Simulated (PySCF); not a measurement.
**Calculated properties of `N#[C][Al-]([C]#N)([C]#N)[C]#N` ([Al(CN)4]-)**

[Al(CN)4]-, C₄AlN₄ (charge -1).
Bonds: Al1–C2, Al1–C4, Al1–C6, Al1–C8, C2–N3, C4–N5, C6–N7, C8–N9.

**PBE0-D3(BJ)/def2-SVP geometry optimisation, gas phase (PySCF)**

| Item | Value |
| --- | --- |
| Point group | Td |
| Rotational constants A, B, C | 1.030, 1.028, 1.025 GHz |

**B3LYP/def2-SVPD ground state and vertical TDDFT (core frozen in the response) (PySCF)**

| Property | Result |
| --- | --- |
| HOMO energy | -6.07 eV |
| LUMO energy | 2.27 eV |
| HOMO–LUMO gap | 8.34 eV |
| Lowest singlet excitation | 6.87 eV (181 nm, f = 0.000) |
| Strongest line among the 15 lowest singlet transitions | S10/S11/S12 at 7.23 eV (171 nm, f = 0.013 summed over these states) |
| Lowest triplet excitation (Tamm–Dancoff) | 5.82 eV |
| Static isotropic polarisability | 85.3 au |
| Electronic spatial extent ⟨r²⟩ about the centre of nuclear charge | 1502 bohr² |

B3LYP/pcSseg-1 (pcSseg-2 on Al) ground state and GIAO shieldings, non-relativistic (PySCF):

| Quantity | Value |
| --- | --- |
| 13C chemical shifts (computed TMS as zero) by class | 132.6 (C2/C4/C6/C8) ppm |
| Isotropic shieldings of nuclei other than C and H, by class | -91 (N3/N5/N7/N9), 505 (Al1) ppm |

Monoisotopic mass of the ion (most abundant isotopes, electron mass counted): 130.9944 u.

The rotational constants are those of a spherical top; the small spread among constants that symmetry makes equal is optimisation noise. The principal polarisabilities are 85.2, 85.4 and 85.5 au; their mean is the isotropic value. S1 lies 1.47 eV below the HOMO–LUMO gap. No computed singlet falls in the visible range (750 to 380 nm, 1.65 to 3.26 eV); S1 lies 3.61 eV above its blue end. The polarisability is 12.64 Å³ as a volume (1 au = 0.148185 Å³), or 1.29 au for each of the 66 electrons.

No diffuse functions stand in pcSseg-1 (pcSseg-2 on Al), which bears on an anion's orbital energies.
